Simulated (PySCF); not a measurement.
A calculated (PBE, PySCF 2.14, def2-TZVPPD, the non-relativistic Hamiltonian (point nucleus)) atom or ion has these occupied shells.

```csv
shell,electrons,orbital energy (eV),"rms radius, mean of both spins (bohr)"
1s α,1,-2103.6,0.121
1s β,1,-2103.5,0.121
2s α,1,-197.90,0.568
2s β,1,-197.86,0.568
2p α,3,-149.45,0.542
2p β,3,-149.30,0.542
3s β,1,-33.815,1.86
3p α,2,-25.459,2.11
```

(1) Name the element and its charge.

Answers

(1) P²⁺ (phosphorus, charge +2), in [Ne] 3s1 3p2, 3s spin antiparallel (an excited configuration).
